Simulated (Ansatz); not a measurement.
CH5AlBBrO at its PBE0-D4/def2-TZVP geometry, where that method's forces vanish. Charge 0, multiplicity 1. The bonds changed during the relaxation, so this is another structure than the one it started from.

| atom | x (Å) | y (Å) | z (Å) |
| --- | --- | --- | --- |
| B1 | -0.150 | 0.527 | -0.995 |
| C2 | -0.140 | -1.014 | -0.676 |
| Br3 | -2.127 | 0.836 | -1.192 |
| O4 | 0.127 | -1.419 | 0.481 |
| Al5 | 0.526 | 0.107 | 1.481 |
| H6 | 0.504 | 0.909 | -1.921 |
| H7 | 0.250 | 1.161 | 0.036 |
| H8 | -0.429 | -1.787 | -1.400 |
| H9 | 2.080 | 0.213 | 1.716 |
| H10 | -0.641 | 0.467 | 2.470 |

**Question.** For each bond, give half the difference of the two atoms' forces along it (eV/Å; positive pushes the atoms apart) under PBE-D4, r2SCAN-D4, B3LYP-D4, ωB97M-V in def2-TZVPP. (An estimate is asked.)

**Answer.** Ansatz gave: 
```tsv
bond	length (Å)	PBE-D4	r2SCAN-D4	B3LYP-D4	ωB97M-V
B1–C2	1.574	-0.36	-0.17	0.03	0.24
B1–Br3	2.011	0.16	0.15	0.31	0.06
B1–H6	1.196	0.06	-0.07	-0.19	-0.19
B1–H7	1.274	0.03	0.00	-0.09	-0.11
C2–O4	1.254	1.00	0.54	0.31	0.03
C2–H8	1.098	0.02	-0.06	-0.19	-0.16
O4–Al5	1.867	0.09	-0.05	0.08	0.15
Al5–H7	1.810	0.01	-0.04	0.06	0.08
Al5–H9	1.576	0.02	-0.02	-0.12	-0.15
Al5–H10	1.572	0.03	-0.01	-0.11	-0.16
```

B3LYP here is the variant with VWN-RPA as its local correlation; programs differ in this.
